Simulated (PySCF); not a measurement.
How methods differ on the ionisation energy of Ru²⁹⁺

Ru²⁹⁺ [Ne] 3s2 3p3 (4S) → Ru³⁰⁺ [Ne] 3s2 3p2 (3P), as a difference of total energies. All numbers are calculated (PySCF 2.14, the non-relativistic Hamiltonian (point nucleus), in an uncontracted even-tempered set (16 s from 4.1 bohr⁻², ratio 2.5; 10 p from 5.4 bohr⁻², ratio 2.5; 5 d from 23 bohr⁻², ratio 2.7; 4 f from 34 bohr⁻², ratio 2.7)). Correlated levels: outer shells: 1s2 frozen; virtual orbitals above 40 to 60 times the deepest correlated orbital energy dropped. The calculations carry no spin-orbit coupling.

| method | ionisation energy (eV) |
| --- | --- |
| UHF | 1645.2 |
| MP2 (outer shells) | 1645.6 |
| SCS-MP2 (outer shells) | 1645.3 |
| CCSD (outer shells) | 1645.2 |
| CCSD(T) (outer shells) | 1645.2 |

Spin-orbit coupling is strong in these open shells (close to jj coupling). The scalar numbers leave it out and a first-order estimate fails, so it can dominate the gap to the real levels.

All relativistic terms are absent from these numbers, so their closeness to the reference says little about the methods.

For comparison: 1659 ± 6 eV (semi-empirical (NIST evaluation); NIST Atomic Spectra Database, ionization energies).
